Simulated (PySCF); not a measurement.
Simulation results for BH3N

Computed with PySCF 2.14.0. Calculation on a computer-drawn molecule: vertical ionisation energy to the stated ion spin, frozen-core CCSD(T) at the basis limit and cheaper methods, single-reference cases, UHF for radicals, no spin-orbit; all values are single points at the evaluated structure, the first of each entry, which is the reference or a displaced copy of it and isn't optimised; the reference structure only sets the zero of the energies above reference; triples share is (T) over the correlation energy.

Common to all runs: charge 1; multiplicity 1; ion multiplicity 2; diffuse functions no; basis cc-pVnZ; reference is the Hartree-Fock double-zeta minimum; best is HF at quadruple zeta + MP2 correlation extrapolated from triple and quadruple zeta + CCSD(T) minus MP2 at triple zeta; basis step is the size of the change from the same recipe one zeta lower.

(1) 
```xyz
5
formula=BH3N ionisation_energy_best=19.18 ionisation_energy_basis_step=0.01036 energy_above_reference_best=61.36 energy_above_reference_basis_step=0.2402 ionisation_energy_Koopmans_at_triple_zeta=19.53 ionisation_energy_EOM_CCSD_at_triple_zeta=18.96 total_energy_HF_triple_zeta=-80.5338 total_energy_CCSD(T)_triple_zeta=-80.8616 total_energy_best=-80.9013 T1_diagnostic_at_triple_zeta=0.015 D1_diagnostic_at_triple_zeta=0.03704 ion_T1_diagnostic_at_triple_zeta=0.01554 ion_D1_diagnostic_at_triple_zeta=0.04662 ion_spin_squared_at_triple_zeta=0.7749 triples_share_at_triple_zeta=0.04062 basis_functions_triple_zeta=102
B     -0.2423    -1.0712     0.7600
N      0.1979    -2.1230     1.3996
H     -0.5794    -0.0593     0.2930
H      1.0993    -2.5085     1.2425
H     -0.8207    -3.0333     2.2437
```

Units: ionisation_energy_best, ionisation_energy_basis_step, ionisation_energy_Koopmans_at_triple_zeta, ionisation_energy_EOM_CCSD_at_triple_zeta in eV; energy_above_reference_best, energy_above_reference_basis_step in kcal/mol; total_energy_HF_triple_zeta, total_energy_CCSD(T)_triple_zeta, total_energy_best in hartree.

Reference structure:
```xyz
5
BH3N
B     -0.2462    -1.0135     0.7906
N      0.1450    -2.1266     1.3639
H     -0.5951    -0.0203     0.2791
H      1.0895    -2.4819     1.2890
H     -0.4710    -2.7057     1.9199
```

Drawn bonds:
```csv
atom,other atom,order
1,2,1
1,3,1
2,4,1
2,5,1
```

Triple zeta:
```csv
method,ionisation energy (eV),energy above reference (kcal/mol)
HF,17.17,71.77
PBE,19.22,56.89
r2SCAN,18.98,60.74
B3LYP,19.11,60.3
wB97X,18.94,63.82
MP2,19.13,62.3
CCSD,18.89,63.07
CCSD(T),19.05,61.46
```

(2) 
```xyz
5
formula=BH3N ionisation_energy_best=19.18 ionisation_energy_basis_step=0.01025 energy_above_reference_best=61.6 energy_above_reference_basis_step=0.2418 ionisation_energy_Koopmans_at_triple_zeta=19.53 ionisation_energy_EOM_CCSD_at_triple_zeta=18.96 total_energy_HF_triple_zeta=-80.5334 total_energy_CCSD(T)_triple_zeta=-80.8613 total_energy_best=-80.9009 T1_diagnostic_at_triple_zeta=0.01502 D1_diagnostic_at_triple_zeta=0.03705 ion_T1_diagnostic_at_triple_zeta=0.01559 ion_D1_diagnostic_at_triple_zeta=0.04684 ion_spin_squared_at_triple_zeta=0.775 triples_share_at_triple_zeta=0.04065 basis_functions_triple_zeta=102
B     -0.2423    -1.0712     0.7600
N      0.1979    -2.1230     1.3996
H     -0.5794    -0.0593     0.2930
H      1.0993    -2.5085     1.2425
H     -0.8219    -3.0344     2.2447
```

Units: ionisation_energy_best, ionisation_energy_basis_step, ionisation_energy_Koopmans_at_triple_zeta, ionisation_energy_EOM_CCSD_at_triple_zeta in eV; energy_above_reference_best, energy_above_reference_basis_step in kcal/mol; total_energy_HF_triple_zeta, total_energy_CCSD(T)_triple_zeta, total_energy_best in hartree.

Reference structure:
```xyz
5
BH3N
B     -0.2462    -1.0135     0.7906
N      0.1450    -2.1266     1.3639
H     -0.5951    -0.0203     0.2791
H      1.0895    -2.4819     1.2890
H     -0.4710    -2.7057     1.9199
```

Drawn bonds:
```csv
atom,other atom,order
1,2,1
1,3,1
2,4,1
2,5,1
```

Triple zeta:
```csv
method,ionisation energy (eV),energy above reference (kcal/mol)
HF,17.16,72.04
PBE,19.22,57.11
r2SCAN,18.98,60.97
B3LYP,19.11,60.53
wB97X,18.94,64.06
MP2,19.12,62.54
CCSD,18.89,63.32
CCSD(T),19.05,61.7
```

(3) 
```xyz
5
formula=BH3N ionisation_energy_best=19.13 ionisation_energy_basis_step=0.00862 energy_above_reference_best=64.94 energy_above_reference_basis_step=0.2662 ionisation_energy_Koopmans_at_triple_zeta=19.48 ionisation_energy_EOM_CCSD_at_triple_zeta=18.91 total_energy_HF_triple_zeta=-80.5271 total_energy_CCSD(T)_triple_zeta=-80.8559 total_energy_best=-80.8956 T1_diagnostic_at_triple_zeta=0.01531 D1_diagnostic_at_triple_zeta=0.03722 ion_T1_diagnostic_at_triple_zeta=0.0163 ion_D1_diagnostic_at_triple_zeta=0.05 ion_spin_squared_at_triple_zeta=0.7771 triples_share_at_triple_zeta=0.04102 basis_functions_triple_zeta=102
B     -0.2423    -1.0712     0.7600
N      0.1979    -2.1230     1.3996
H     -0.5794    -0.0593     0.2930
H      1.0993    -2.5085     1.2425
H     -0.8403    -3.0509     2.2600
```

Units: ionisation_energy_best, ionisation_energy_basis_step, ionisation_energy_Koopmans_at_triple_zeta, ionisation_energy_EOM_CCSD_at_triple_zeta in eV; energy_above_reference_best, energy_above_reference_basis_step in kcal/mol; total_energy_HF_triple_zeta, total_energy_CCSD(T)_triple_zeta, total_energy_best in hartree.

Reference structure:
```xyz
5
BH3N
B     -0.2462    -1.0135     0.7906
N      0.1450    -2.1266     1.3639
H     -0.5951    -0.0203     0.2791
H      1.0895    -2.4819     1.2890
H     -0.4710    -2.7057     1.9199
```

Drawn bonds:
```csv
atom,other atom,order
1,2,1
1,3,1
2,4,1
2,5,1
```

Triple zeta:
```csv
method,ionisation energy (eV),energy above reference (kcal/mol)
HF,17.09,75.95
PBE,19.17,60.28
r2SCAN,18.92,64.31
B3LYP,19.05,63.86
wB97X,18.88,67.61
MP2,19.07,65.96
CCSD,18.83,66.77
CCSD(T),19,65.06
```

(4) 
```xyz
5
formula=BH3N ionisation_energy_best=20.42 ionisation_energy_basis_step=0.03226 energy_above_reference_best=4.18 energy_above_reference_basis_step=0.35 ionisation_energy_Koopmans_at_triple_zeta=20.62 ionisation_energy_EOM_CCSD_at_triple_zeta=20.25 total_energy_HF_triple_zeta=-80.6413 total_energy_CCSD(T)_triple_zeta=-80.9524 total_energy_best=-80.9924 T1_diagnostic_at_triple_zeta=0.01149 D1_diagnostic_at_triple_zeta=0.02898 ion_T1_diagnostic_at_triple_zeta=0.008211 ion_D1_diagnostic_at_triple_zeta=0.02035 ion_spin_squared_at_triple_zeta=0.7568 triples_share_at_triple_zeta=0.03406 basis_functions_triple_zeta=102
B     -0.1694    -1.0090     0.7848
N      0.1075    -2.1001     1.3573
H     -0.5899    -0.0149     0.2836
H      1.0914    -2.4887     1.2551
H     -0.5169    -2.6585     1.8922
```

Units: ionisation_energy_best, ionisation_energy_basis_step, ionisation_energy_Koopmans_at_triple_zeta, ionisation_energy_EOM_CCSD_at_triple_zeta in eV; energy_above_reference_best, energy_above_reference_basis_step in kcal/mol; total_energy_HF_triple_zeta, total_energy_CCSD(T)_triple_zeta, total_energy_best in hartree.

Reference structure:
```xyz
5
BH3N
B     -0.2462    -1.0135     0.7906
N      0.1450    -2.1266     1.3639
H     -0.5951    -0.0203     0.2791
H      1.0895    -2.4819     1.2890
H     -0.4710    -2.7057     1.9199
```

Drawn bonds:
```csv
atom,other atom,order
1,2,1
1,3,1
2,4,1
2,5,1
```

Triple zeta:
```csv
method,ionisation energy (eV),energy above reference (kcal/mol)
HF,18.61,4.308
PBE,20.49,3.982
r2SCAN,20.27,3.944
B3LYP,20.42,3.89
wB97X,20.29,4.036
MP2,20.36,4.477
CCSD,20.16,4.434
CCSD(T),20.29,4.529
```

(5) 
```xyz
5
formula=BH3N ionisation_energy_best=19.95 ionisation_energy_basis_step=0.02935 energy_above_reference_best=0.6876 energy_above_reference_basis_step=0.1774 ionisation_energy_Koopmans_at_triple_zeta=20.1 ionisation_energy_EOM_CCSD_at_triple_zeta=19.78 total_energy_HF_triple_zeta=-80.6466 total_energy_CCSD(T)_triple_zeta=-80.9587 total_energy_best=-80.9980 T1_diagnostic_at_triple_zeta=0.01335 D1_diagnostic_at_triple_zeta=0.03606 ion_T1_diagnostic_at_triple_zeta=0.008704 ion_D1_diagnostic_at_triple_zeta=0.02361 ion_spin_squared_at_triple_zeta=0.7571 triples_share_at_triple_zeta=0.03493 basis_functions_triple_zeta=102
B     -0.2881    -0.9892     0.8279
N      0.1196    -2.1120     1.4273
H     -0.5931    -0.0346     0.2562
H      1.0526    -2.5005     1.2740
H     -0.5118    -2.6717     1.9708
```

Units: ionisation_energy_best, ionisation_energy_basis_step, ionisation_energy_Koopmans_at_triple_zeta, ionisation_energy_EOM_CCSD_at_triple_zeta in eV; energy_above_reference_best, energy_above_reference_basis_step in kcal/mol; total_energy_HF_triple_zeta, total_energy_CCSD(T)_triple_zeta, total_energy_best in hartree.

Reference structure:
```xyz
5
BH3N
B     -0.2462    -1.0135     0.7906
N      0.1450    -2.1266     1.3639
H     -0.5951    -0.0203     0.2791
H      1.0895    -2.4819     1.2890
H     -0.4710    -2.7057     1.9199
```

Drawn bonds:
```csv
atom,other atom,order
1,2,1
1,3,1
2,4,1
2,5,1
```

Triple zeta:
```csv
method,ionisation energy (eV),energy above reference (kcal/mol)
HF,18.1,0.9881
PBE,20.04,0.6513
r2SCAN,19.8,0.809
B3LYP,19.95,0.806
wB97X,19.81,0.8094
MP2,19.89,0.5522
CCSD,19.68,0.6235
CCSD(T),19.82,0.5256
```

(6) 
```xyz
5
formula=BH3N
B     -0.2479    -1.0182     0.7986
N      0.1289    -2.0995     1.3515
H     -0.6081    -0.0171     0.2754
H      1.0467    -2.4773     1.2759
H     -0.4677    -2.6808     1.9179
```

Reference structure:
```xyz
5
BH3N
B     -0.2462    -1.0135     0.7906
N      0.1450    -2.1266     1.3639
H     -0.5951    -0.0203     0.2791
H      1.0895    -2.4819     1.2890
H     -0.4710    -2.7057     1.9199
```

Drawn bonds:
```csv
atom,other atom,order
1,2,1
1,3,1
2,4,1
2,5,1
```

Q: Estimate the T1 diagnostic at triple zeta of BH3N (entry 6).
A: 0.01158

Further results for BH3N (entry 6):

* ionisation energy best: 20.43 eV
* ionisation energy basis step: 0.03246 eV
* energy above reference best: 1.886 kcal/mol
* energy above reference basis step: 0.3122 kcal/mol
* ionisation energy Koopmans at triple zeta: 20.61 eV
* ionisation energy EOM CCSD at triple zeta: 20.27 eV
* total energy HF triple zeta: -80.6462 hartree
* total energy CCSD(T) triple zeta: -80.9561 hartree
* total energy best: -80.9960 hartree
* D1 diagnostic at triple zeta: 0.02941
* ion T1 diagnostic at triple zeta: 0.008014
* ion D1 diagnostic at triple zeta: 0.02008
* ion spin squared at triple zeta: 0.7565
* triples share at triple zeta: 0.0337
* basis functions triple zeta: 102

Triple zeta:
```csv
method,ionisation energy (eV),energy above reference (kcal/mol)
HF,18.63,1.255
PBE,20.51,2.181
r2SCAN,20.29,1.745
B3LYP,20.44,1.736
wB97X,20.3,1.734
MP2,20.38,2.137
CCSD,20.18,2.027
CCSD(T),20.3,2.217
```
